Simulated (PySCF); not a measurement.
Cl2GaHS, SMILES [SH][Ga]([Cl])[Cl]. Atoms are numbered in the order given.

```xyz
5

Ga    -0.0129     0.0054     0.0000
Cl    -1.3939     1.6451     0.0000
Cl     2.0922     0.4381     0.0000
S     -0.7484    -2.0629     0.0000
H      0.5057    -2.5752     0.0000
```

Coordinates come from a B3LYP-D3(BJ)/def2-SVP optimisation. The structure was generated by enumeration; whether it is a known compound was not checked. The values are those of a single conformer.

All values below come from PBE/def2-TZVP (PySCF).

The molecule is in vacuum.

```
Item                                                                                                           Result
---------------------------------------------------------------------------------------------  ----------------------
total energy                                                                                      -3243.40385 hartree
point group                                                                                                        Cs
highest occupied level                                                                                       -7.11 eV
lowest empty level                                                                                           -2.69 eV
orbital gap                                                                                                   4.41 eV
dipole moment                                                                                                  1.46 D
quadrupole, principal values (traceless, Buckingham form, about the centre of nuclear charge)   -4.58, 2.13, 2.45 D·Å
mean static polarisability                                                                      72.4 bohr³ (10.73 Å³)
polarisability, principal values                                                               48.7, 80.3, 88.2 bohr³
```
